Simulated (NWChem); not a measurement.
# GaICl2; SMILES [Cl][Ga]([Cl])[I]

All runs: NWChem. Structure relaxed at the PBE0/def2-SVP level. def2 effective core potentials on I; no spin-orbit coupling. Level SCAN/def2-SVP: energy and gradient on several grids; changes count from the extra-fine grid, which is no exact limit either.

```tsv
grid	size of the energy change (μHa)	largest change of a gradient component (μHa/bohr)
xcoarse	60000	1000
coarse	5000	400
medium	2000	100
fine	800	60
xfine	< 10	< 30
```
